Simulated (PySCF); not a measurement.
**Mn: excitation energy**

Mn [Ar] 3d5 4s2 (6S) → Mn [Ar] 3d4 4s2 4p1 (high-spin determinant), as a difference of total energies. Calculation: PySCF 2.14, in aug-cc-pwCVTZ-DK with one added diffuse shell each of s, p, d, f, g type (11s10p8d5f4g, 152 functions); the spin-free X2C one-electron Hamiltonian (Gaussian nucleus). Correlated levels: valence: [Ar] frozen; valence and next inner shell: [Ne] frozen; nothing frozen. The calculations carry no spin-orbit coupling.

```csv
method,excitation energy (eV)
UHF,7.726
LDA,9.021
PBE,8.688
PBE0,8.492
r2SCAN,8.666
MP2 (valence),8.182
SCS-MP2 (valence),7.592
MP2 (valence and next inner shell),8.555
SCS-MP2 (valence and next inner shell),8.026
MP2 (all electrons),8.579
SCS-MP2 (all electrons),8.043
```

Q: How much does correlation contribute at MP2 (all electrons)?

A: 8.579 − (7.726) = 0.853 eV, measured against UHF.

A first-order spin-orbit estimate (lowest level to lowest level, LS coupling) adds -0.089 eV.

The upper state lies above the first ionisation limit, where it may autoionise and the basis confines it.

The determinant of the upper state mixes LS terms, which raises its energy above the lowest term, most at the Hartree-Fock and MP2 levels.
